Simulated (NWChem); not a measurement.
## Dipole moment of HFSi

```
Si
F 1 1.6354
H 1 1.5468 2 96.80
```
Charge 0, spin multiplicity 1.

Program: NWChem. The geometry was optimised at PBE0/def2-SVP, a minimum by its harmonic frequencies.

Basis set: 6-31G*. The CCSD dipole comes from the Λ equations, without orbital relaxation.

```tsv
method	dipole moment (D)	difference from CCSD
B3LYP	0.94	-0.17
PBE	0.75	-0.36
LDA (SVWN5)	0.81	-0.30
HF	1.28	+0.18
CCSD	1.11	0.00
```

The values span 0.53 D, from PBE (lowest) to HF (highest). 

The correlated methods keep 6 core orbitals frozen. B3LYP has NWChem's definition, with VWN1-RPA local correlation. The Pople sets run with spherical d functions. The structure started from a generated list of species. Coupled-cluster values serve here as a point of comparison, not as the truth.
